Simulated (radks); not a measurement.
The numbers below are computed, except where a source is named.
Question: Radial electron density D(r) = 4 pi r^2 rho(r) of an atom or ion with 42 electrons. Code: a radial shooting solver on a logarithmic mesh with Libxc functionals. Model: scalar-relativistic Kohn-Sham, PBE, spin-unpolarised, spherical densities, point nucleus.

r (bohr),D(r) (e/bohr)
0.001585,6.363
0.001787,7.714
0.002031,9.441
0.00229,11.37
0.002603,13.80
0.002935,16.48
0.003336,19.79
0.003761,23.37
0.004274,27.71
0.004819,32.26
0.005477,37.60
0.006176,42.99
0.007019,49.05
0.007914,54.83
0.008995,60.87
0.01014,66.16
0.01153,71.04
0.013,74.61
0.01477,77.04
0.01665,77.85
0.01893,77.17
0.02134,75.30
0.02426,72.57
0.02735,70.08
0.03108,68.51
0.03505,68.95
0.03983,72.14
0.04491,77.73
0.05104,85.64
0.05755,93.40
0.06541,99.84
0.07375,102.3
0.08382,99.86
0.0945,93.44
0.1074,84.51
0.1211,77.40
0.1376,74.30
0.1552,76.60
0.1764,82.57
0.1989,87.28
0.226,86.46
0.2548,78.04
0.2896,62.64
0.3266,46.97
0.3712,34.60
0.4185,29.69
0.4756,30.11
0.5363,31.81
0.6095,30.90
0.6872,26.19
0.781,18.51
0.8806,11.28
1.001,5.505
1.128,2.328
1.283,0.7483
1.446,0.2060
1.644,0.03976
1.853,0.006419
2.106,0.0006553

What is the nuclear charge?

Answer: Z = 59. The innermost maximum, from 1s, lies near gamma/Z bohr with gamma = sqrt(1 - (Z/c)^2) = 0.903, here 0.0153 bohr (found: 0.0168), and its height grows with Z. The density is that of the praseodymium ion Pr17+ in [Kr] 4d6; the configuration itself is not fixed sharply by these data, and Z only to a few units. D(r) has 4 maxima, at r = 0.0168, 0.0743, 0.210, 0.558 bohr, and minima at 0.0324, 0.138, 0.439 bohr, inside which lie 1.96, 11.11, 29.15 electrons.
